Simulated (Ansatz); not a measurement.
Ansatz (a first-principles code) input (B3LYP/6-31G*):

Ansatz 0.2 input:
```yaml
crystal:
  periodic: [false, false, false]
  atoms:
    - {symbol: C, position_ang: [-0.06946058, 1.53558427, 0.26572627]}
    - {symbol: C, position_ang: [-0.48086974, 0.10141154, 0.10986941]}
    - {symbol: C, position_ang: [-1.81372706, -0.23958350, -0.47590820]}
    - {symbol: O, position_ang: [0.46566821, -0.84295850, -0.23196632]}
    - {symbol: C, position_ang: [1.75942427, -0.71866368, 0.33501426]}
    - {symbol: H, position_ang: [0.74069859, 1.67348311, 0.99159339]}
    - {symbol: H, position_ang: [-0.92290405, 2.12800435, 0.61117157]}
    - {symbol: H, position_ang: [0.27185987, 1.98327450, -0.68728166]}
    - {symbol: H, position_ang: [-1.86054419, -0.04136419, -1.56262368]}
    - {symbol: H, position_ang: [-2.03663764, -1.30282083, -0.33355648]}
    - {symbol: H, position_ang: [-2.60760226, 0.34923780, -0.00342723]}
    - {symbol: H, position_ang: [2.29193020, 0.16651706, -0.03754431]}
    - {symbol: H, position_ang: [2.31165967, -1.61325924, 0.03733487]}
    - {symbol: H, position_ang: [1.71399287, -0.67189632, 1.43185371]}
basis:
  gaussian:
    orbitals: 6-31G*
hamiltonian:
  xc: {name: B3LYP}
magnetization: {spin_polarized: true, initial_magnetization: 1}
phonons: {temperatures: {t_min: 298.15, t_max: 298.15, t_step: 100}}
```

Output:

```
Functional definition: B3LYP
integrals: 0.05 GiB planned
1107 factors; integrals over basis functions are off by at most 4.2e-4 eV
mean field: 0.56 GiB planned
mean field evaluation 1: about -6333.2585 eV, gradient 3.9e1 eV
mean field evaluation 2: about -6331.6751 eV, gradient 4.3e1 eV
mean field evaluation 4: about -6340.3132 eV, gradient 2.1e0 eV
mean field evaluation 8: about -6340.3489 eV, gradient 1.7e-1 eV
mean field evaluation 16: about -6340.3491 eV, gradient 5.6e-5 eV
mean field -6340.34907090 eV, -233.0035307127 hartree, gradient 5.7e-5 eV, S^2 0.753182; 0 other end points of the search recorded, 0 dependent functions left out
the calculation of the forces begins
reference -6340.34927779 eV, -233.0035383155 hartree; 21, 20 occupied and 72, 73 virtual orbitals, 1107 factors
these checks for a lower state are left out or cut short: stability, starts, cluster_reference, orbital_swaps, neighbouring_geometries, increment
integrals: 0.05 GiB planned
1107 factors; integrals over basis functions are off by at most 4.2e-4 eV
mean field: 0.56 GiB planned
mean field -6340.34890135 eV, -233.0035244819 hartree, gradient 2.7e-6 eV, S^2 0.753179; 0 other end points of the search recorded, 0 dependent functions left out
the calculation of the forces begins
reference -6340.34910822 eV, -233.0035320842 hartree; 21, 20 occupied and 72, 73 virtual orbitals, 1107 factors
these checks for a lower state are left out or cut short: stability, starts, cluster_reference, orbital_swaps, neighbouring_geometries, increment
integrals: 0.05 GiB planned
1107 factors; integrals over basis functions are off by at most 4.2e-4 eV
mean field: 0.56 GiB planned
mean field -6340.34889104 eV, -233.0035241030 hartree, gradient 2.0e-6 eV, S^2 0.753184; 0 other end points of the search recorded, 0 dependent functions left out
the calculation of the forces begins
reference -6340.34909794 eV, -233.0035317063 hartree; 21, 20 occupied and 72, 73 virtual orbitals, 1107 factors
these checks for a lower state are left out or cut short: stability, starts, cluster_reference, orbital_swaps, neighbouring_geometries, increment
integrals: 0.05 GiB planned
1107 factors; integrals over basis functions are off by at most 4.2e-4 eV
mean field: 0.56 GiB planned
mean field evaluation 32: about -6340.3489 eV, gradient 9.3e-2 eV
mean field -6340.34892897 eV, -233.0035254969 hartree, gradient 6.7e-7 eV, S^2 0.753179; 0 other end points of the search recorded, 0 dependent functions left out
the calculation of the forces begins
reference -6340.34913583 eV, -233.0035330987 hartree; 21, 20 occupied and 72, 73 virtual orbitals, 1107 factors
these checks for a lower state are left out or cut short: stability, starts, cluster_reference, orbital_swaps, neighbouring_geometries, increment
integrals: 0.05 GiB planned
1107 factors; integrals over basis functions are off by at most 4.2e-4 eV
mean field: 0.56 GiB planned
mean field -6340.34892284 eV, -233.0035252717 hartree, gradient 2.0e-6 eV, S^2 0.753185; 0 other end points of the search recorded, 0 dependent functions left out
the calculation of the forces begins
reference -6340.34912976 eV, -233.0035328755 hartree; 21, 20 occupied and 72, 73 virtual orbitals, 1107 factors
these checks for a lower state are left out or cut short: stability, starts, cluster_reference, orbital_swaps, neighbouring_geometries, increment
integrals: 0.05 GiB planned
1107 factors; integrals over basis functions are off by at most 4.2e-4 eV
mean field: 0.56 GiB planned
mean field -6340.34891352 eV, -233.0035249288 hartree, gradient 2.1e-6 eV, S^2 0.753191; 0 other end points of the search recorded, 0 dependent functions left out
the calculation of the forces begins
reference -6340.34912042 eV, -233.0035325326 hartree; 21, 20 occupied and 72, 73 virtual orbitals, 1107 factors
these checks for a lower state are left out or cut short: stability, starts, cluster_reference, orbital_swaps, neighbouring_geometries, increment
integrals: 0.05 GiB planned
1107 factors; integrals over basis functions are off by at most 4.2e-4 eV
mean field: 0.56 GiB planned
mean field -6340.34891562 eV, -233.0035250063 hartree, gradient 2.0e-6 eV, S^2 0.753173; 0 other end points of the search recorded, 0 dependent functions left out
the calculation of the forces begins
reference -6340.34912248 eV, -233.0035326082 hartree; 21, 20 occupied and 72, 73 virtual orbitals, 1107 factors
these checks for a lower state are left out or cut short: stability, starts, cluster_reference, orbital_swaps, neighbouring_geometries, increment
integrals: 0.05 GiB planned
1107 factors; integrals over basis functions are off by at most 4.2e-4 eV
mean field: 0.56 GiB planned
mean field -6340.34890338 eV, -233.0035245563 hartree, gradient 6.6e-7 eV, S^2 0.753181; 0 other end points of the search recorded, 0 dependent functions left out
[...]
mean field: 0.56 GiB planned
mean field -6340.34903144 eV, -233.0035292627 hartree, gradient 1.7e-6 eV, S^2 0.753182; 0 other end points of the search recorded, 0 dependent functions left out
the calculation of the forces begins
reference -6340.34923834 eV, -233.0035368660 hartree; 21, 20 occupied and 72, 73 virtual orbitals, 1107 factors
these checks for a lower state are left out or cut short: stability, starts, cluster_reference, orbital_swaps, neighbouring_geometries, increment
integrals: 0.05 GiB planned
1107 factors; integrals over basis functions are off by at most 4.2e-4 eV
mean field: 0.56 GiB planned
mean field -6340.34903040 eV, -233.0035292241 hartree, gradient 1.4e-6 eV, S^2 0.753182; 0 other end points of the search recorded, 0 dependent functions left out
the calculation of the forces begins
reference -6340.34923727 eV, -233.0035368264 hartree; 21, 20 occupied and 72, 73 virtual orbitals, 1107 factors
these checks for a lower state are left out or cut short: stability, starts, cluster_reference, orbital_swaps, neighbouring_geometries, increment
integrals: 0.05 GiB planned
1107 factors; integrals over basis functions are off by at most 4.2e-4 eV
mean field: 0.56 GiB planned
mean field -6340.34899533 eV, -233.0035279354 hartree, gradient 1.8e-6 eV, S^2 0.753182; 0 other end points of the search recorded, 0 dependent functions left out
the calculation of the forces begins
reference -6340.34920220 eV, -233.0035355377 hartree; 21, 20 occupied and 72, 73 virtual orbitals, 1107 factors
these checks for a lower state are left out or cut short: stability, starts, cluster_reference, orbital_swaps, neighbouring_geometries, increment
integrals: 0.05 GiB planned
1107 factors; integrals over basis functions are off by at most 4.2e-4 eV
mean field: 0.56 GiB planned
mean field -6340.34899345 eV, -233.0035278664 hartree, gradient 1.8e-6 eV, S^2 0.753182; 0 other end points of the search recorded, 0 dependent functions left out
the calculation of the forces begins
reference -6340.34920035 eV, -233.0035354697 hartree; 21, 20 occupied and 72, 73 virtual orbitals, 1107 factors
these checks for a lower state are left out or cut short: stability, starts, cluster_reference, orbital_swaps, neighbouring_geometries, increment
integrals: 0.05 GiB planned
1107 factors; integrals over basis functions are off by at most 4.2e-4 eV
mean field: 0.56 GiB planned
mean field evaluation 480: about -6340.3490 eV, gradient 9.6e-7 eV
mean field -6340.34904940 eV, -233.0035299226 hartree, gradient 9.6e-7 eV, S^2 0.753182; 0 other end points of the search recorded, 0 dependent functions left out
the calculation of the forces begins
reference -6340.34925628 eV, -233.0035375254 hartree; 21, 20 occupied and 72, 73 virtual orbitals, 1107 factors
these checks for a lower state are left out or cut short: stability, starts, cluster_reference, orbital_swaps, neighbouring_geometries, increment
integrals: 0.05 GiB planned
1107 factors; integrals over basis functions are off by at most 4.2e-4 eV
mean field: 0.56 GiB planned
mean field -6340.34904718 eV, -233.0035298409 hartree, gradient 9.2e-7 eV, S^2 0.753182; 0 other end points of the search recorded, 0 dependent functions left out
the calculation of the forces begins
reference -6340.34925406 eV, -233.0035374437 hartree; 21, 20 occupied and 72, 73 virtual orbitals, 1107 factors
these checks for a lower state are left out or cut short: stability, starts, cluster_reference, orbital_swaps, neighbouring_geometries, increment
integrals: 0.05 GiB planned
1107 factors; integrals over basis functions are off by at most 4.2e-4 eV
mean field: 0.56 GiB planned
mean field -6340.34905269 eV, -233.0035300434 hartree, gradient 1.1e-6 eV, S^2 0.753182; 0 other end points of the search recorded, 0 dependent functions left out
the calculation of the forces begins
reference -6340.34925959 eV, -233.0035376469 hartree; 21, 20 occupied and 72, 73 virtual orbitals, 1107 factors
these checks for a lower state are left out or cut short: stability, starts, cluster_reference, orbital_swaps, neighbouring_geometries, increment
integrals: 0.05 GiB planned
1107 factors; integrals over basis functions are off by at most 4.2e-4 eV
mean field: 0.56 GiB planned
mean field -6340.34905233 eV, -233.0035300303 hartree, gradient 1.1e-6 eV, S^2 0.753182; 0 other end points of the search recorded, 0 dependent functions left out
the calculation of the forces begins
reference -6340.34925920 eV, -233.0035376324 hartree; 21, 20 occupied and 72, 73 virtual orbitals, 1107 factors
these checks for a lower state are left out or cut short: stability, starts, cluster_reference, orbital_swaps, neighbouring_geometries, increment
integrals: 0.05 GiB planned
1107 factors; integrals over basis functions are off by at most 4.2e-4 eV
mean field: 0.56 GiB planned
mean field -6340.34905557 eV, -233.0035301493 hartree, gradient 8.1e-7 eV, S^2 0.753182; 0 other end points of the search recorded, 0 dependent functions left out
the calculation of the forces begins
reference -6340.34926246 eV, -233.0035377522 hartree; 21, 20 occupied and 72, 73 virtual orbitals, 1107 factors
these checks for a lower state are left out or cut short: stability, starts, cluster_reference, orbital_swaps, neighbouring_geometries, increment
integrals: 0.05 GiB planned
1107 factors; integrals over basis functions are off by at most 4.2e-4 eV
mean field: 0.56 GiB planned
mean field -6340.34905580 eV, -233.0035301575 hartree, gradient 9.7e-7 eV, S^2 0.753182; 0 other end points of the search recorded, 0 dependent functions left out
the calculation of the forces begins
reference -6340.34926268 eV, -233.0035377603 hartree; 21, 20 occupied and 72, 73 virtual orbitals, 1107 factors
these checks for a lower state are left out or cut short: stability, starts, cluster_reference, orbital_swaps, neighbouring_geometries, increment
integrals: 0.05 GiB planned
1107 factors; integrals over basis functions are off by at most 4.2e-4 eV
mean field: 0.56 GiB planned
mean field evaluation 512: about -6340.3489 eV, gradient 6.1e-2 eV
mean field -6340.34897048 eV, -233.0035270224 hartree, gradient 1.2e-6 eV, S^2 0.753182; 0 other end points of the search recorded, 0 dependent functions left out
the calculation of the forces begins
reference -6340.34917739 eV, -233.0035346260 hartree; 21, 20 occupied and 72, 73 virtual orbitals, 1107 factors
these checks for a lower state are left out or cut short: stability, starts, cluster_reference, orbital_swaps, neighbouring_geometries, increment
integrals: 0.05 GiB planned
1107 factors; integrals over basis functions are off by at most 4.1e-4 eV
mean field: 0.56 GiB planned
mean field -6340.34897184 eV, -233.0035270722 hartree, gradient 1.5e-6 eV, S^2 0.753182; 0 other end points of the search recorded, 0 dependent functions left out
the calculation of the forces begins
reference -6340.34917870 eV, -233.0035346742 hartree; 21, 20 occupied and 72, 73 virtual orbitals, 1107 factors
Total energy: -6340.34927779 eV, -233.0035383155 hartree
Atom 0 at    -0.069461     1.535584     0.265726 Å, force     0.002023     0.001094    -0.000505 eV/Å
Atom 1 at    -0.480870     0.101412     0.109869 Å, force    -0.001051     0.002199     0.001212 eV/Å
Atom 2 at    -1.813727    -0.239584    -0.475908 Å, force    -0.001632    -0.001215    -0.002182 eV/Å
Atom 3 at     0.465668    -0.842959    -0.231966 Å, force     0.001611    -0.001220     0.000549 eV/Å
Atom 4 at     1.759424    -0.718664     0.335014 Å, force    -0.001936     0.000267    -0.000371 eV/Å
Atom 5 at     0.740699     1.673483     0.991593 Å, force    -0.000719    -0.000687    -0.001199 eV/Å
Atom 6 at    -0.922904     2.128004     0.611172 Å, force     0.000312    -0.001230     0.000149 eV/Å
Atom 7 at     0.271860     1.983275    -0.687282 Å, force    -0.001181    -0.000655     0.000590 eV/Å
Atom 8 at    -1.860544    -0.041364    -1.562624 Å, force     0.000247     0.000719     0.001514 eV/Å
Atom 9 at    -2.036638    -1.302821    -0.333556 Å, force     0.001295     0.001315    -0.000089 eV/Å
Atom 10 at    -2.607602     0.349238    -0.003427 Å, force     0.000617    -0.000534     0.000165 eV/Å
Atom 11 at     2.291930     0.166517    -0.037544 Å, force     0.000144    -0.000481     0.000202 eV/Å
Atom 12 at     2.311660    -1.613259     0.037335 Å, force     0.000204     0.000471     0.000432 eV/Å
Atom 13 at     1.713993    -0.671896     1.431854 Å, force     0.000066    -0.000041    -0.000468 eV/Å
Dipole moment:     0.158213     0.159927     0.092249 e Å
Vibrations: 109.56 157.06 164.35 216.51 295.55 337.62 375.18 495.68 770.41 956.17 967.14 985.05 1096.04 1129.88 1179.05 1209.88 1305.37 1321.72 1429.59 1445.19 1494.30 1502.00 1508.17 1511.07 1520.82 1530.87 1537.13 2942.35 2959.81 3019.46 3070.76 3075.87 3076.29 3118.83 3123.94 3142.35 cm⁻¹, zero-point energy 3.352594 eV
```

The blocks after the first are displaced geometries, from whose forces the wavenumbers follow.
